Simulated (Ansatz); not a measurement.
Cost and result for the atomization energy of `[SiH3][SiH2][SiH2][SiH3]` (14 atoms, 13 bonds).

```xyz
14

Si    0.780    0.972   -2.014
Si    1.164    1.081    0.290
Si   -0.688    0.238    1.442
Si   -1.132   -1.946    0.736
H     1.917    1.553   -2.779
H     0.603   -0.446   -2.425
H    -0.459    1.721   -2.357
H     2.362    0.262    0.628
H     1.435    2.490    0.693
H    -1.872    1.097    1.157
H    -0.443    0.257    2.912
H    -2.268   -2.538    1.492
H    -1.471   -1.945   -0.713
H     0.072   -2.798    0.939
```

Total charge 0; spin multiplicity 1. The geometry is a stationary point of PBE0-D4/def2-TZVP. It is one conformer, not always the lowest. Program: Ansatz. All runs use 4 threads of an Arm Neoverse V2 on a shared host. Times are those of one run each, without the atoms' runs, and a repeat can differ threefold. Electronic energies, without spin–orbit coupling; frozen cores. CCSD(T)/CBS adds CCSD(T) − MP2 in def2-TZVPP to the MP2 limit, and its time is that of the two runs behind it. T1 = 0.014. B3LYP takes the VWN-RPA correlation (the form of Gaussian; ORCA's B3LYP/G). HSE06 is the plane-wave form, built on full-range PBE exchange.

CCSD(T)/CBS is a level of theory with its own doubt, some kJ/mol a heavy atom from the limit and from the frozen cores, so smaller differences don't rank the functionals.

```
                            level  functions  wall time
           LDA (SPW92)/def2-TZVPP        308      1.6 s
                 CCSD(T)/def2-SVP        122        4 s
              HSE06-D4/def2-TZVPP        308      4.6 s
          CAM-B3LYP-D4/def2-TZVPP        308      4.9 s
            r2SCANh-D4/def2-TZVPP        308      6.5 s
                B2PLYP/def2-TZVPP        308      6.5 s
B3LYP-D4/def2-TZVPP (with forces)        308        7 s
                B97M-V/def2-TZVPP        308       11 s
               ωB97X-V/def2-TZVPP        308       11 s
 ωB97M-V/def2-TZVPP (with forces)        308       16 s
                   MP2/def2-QZVPP        580       29 s
               CCSD(T)/def2-TZVPP        308     10 min
                CCSD(T)/CBS(def2)          –     10 min
```

(1) What atomization energy does each give, and how far from CCSD(T)/CBS? (Estimate.)

Answers

(1) The calculation gave: 
| level | atomization (kcal/mol) | difference from CCSD(T)/CBS | per bond |
| --- | --- | --- | --- |
| LDA (SPW92)/def2-TZVPP | 1048.2 | 85.6 | 6.6 |
| CCSD(T)/def2-SVP | 897.3 | -65.3 | -5.0 |
| HSE06-D4/def2-TZVPP | 948.4 | -14.2 | -1.1 |
| CAM-B3LYP-D4/def2-TZVPP | 962.2 | -0.4 | 0.0 |
| r2SCANh-D4/def2-TZVPP | 959.1 | -3.5 | -0.3 |
| B2PLYP/def2-TZVPP | 943.5 | -19.1 | -1.5 |
| B3LYP-D4/def2-TZVPP (with forces) | 960.7 | -1.9 | -0.1 |
| B97M-V/def2-TZVPP | 969.7 | 7.1 | 0.5 |
| ωB97X-V/def2-TZVPP | 972.4 | 9.8 | 0.8 |
| ωB97M-V/def2-TZVPP (with forces) | 959.0 | -3.6 | -0.3 |
| MP2/def2-QZVPP | 936.0 | -26.6 | -2.0 |
| CCSD(T)/def2-TZVPP | 938.9 | -23.7 | -1.8 |
| CCSD(T)/CBS(def2) | 962.6 | 0.0 | 0.0 |

In def2-TZVPP, CCSD(T) changes the Hartree–Fock value by +198.7 kcal/mol (the triples alone add +7.2 kcal/mol) and MP2 by +181.7 kcal/mol; breaking electron pairs costs correlation energy, which Hartree–Fock lacks. At CCSD(T), def2-SVP lies −65.4 kcal/mol from the extrapolated value and def2-TZVPP −23.7 kcal/mol: correlation converges slowly with the basis, and small sets miss more of it in the bonded molecule than in its fragments. From BLYP to BHLYP (50 % exact exchange), in def2-TZVPP and without D4, the atomization energy moves by +16.9 kcal/mol.
